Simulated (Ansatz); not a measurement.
`[SiH3]NPS`. The species carries charge 0 and has multiplicity 1.

```xyz
10

Si   -0.816    1.245    0.148
N     0.306    0.148    0.893
P     1.392   -0.901    0.120
S     0.300   -1.997   -1.347
H    -2.067    0.592   -0.320
H    -1.174    2.285    1.147
H    -0.122    1.845   -1.018
H     0.147   -0.108    1.857
H     1.845    0.005   -0.873
H     0.188   -3.112   -0.607
```

Problem. List the harmonic frequencies (cm⁻¹, unscaled) at PBE0-D4/def2-TZVP in Ansatz. (An estimate is asked.)

Solution. The calculation gave: 54, 100, 186, 276, 303, 410, 481, 615, 688, 698, 762, 902, 922, 928, 966, 976, 1033, 1271, 2224, 2228, 2242, 2402, 2709, 3611.

Problem. Is this a minimum?

Solution. Yes, all 24 modes are real.

Problem. Give the ideal-gas thermochemistry at 298.15 K and 1 bar (rigid rotor, harmonic oscillator; point group C1, symmetry number 1).

Solution. Zero-point energy 161.4 kJ/mol; H(298) − E = 182.6 kJ/mol; entropy 353.1 J/(mol·K), of which translation 167.6, rotation 114.5, vibration 71.0; G(298) − E = 77.4 kJ/mol. Modes under 100 cm⁻¹ are hindered rotations or soft bends, so the harmonic entropy is rough.

Problem. And at 400, 500, 600, 800 and 1000 K?

Solution. 
| T (K) | H − E (kJ/mol) | S (J/mol/K) | G − E (kJ/mol) |
| --- | --- | --- | --- |
| 400 | 194.8 | 388.2 | 39.6 |
| 500 | 208.6 | 418.8 | -0.8 |
| 600 | 223.8 | 446.4 | -44.1 |
| 800 | 257.2 | 494.4 | -138.3 |
| 1000 | 293.7 | 535.1 | -241.4 |

Problem. Rotational constants (cm⁻¹)?

Solution. 0.1942, 0.06249, 0.05044.
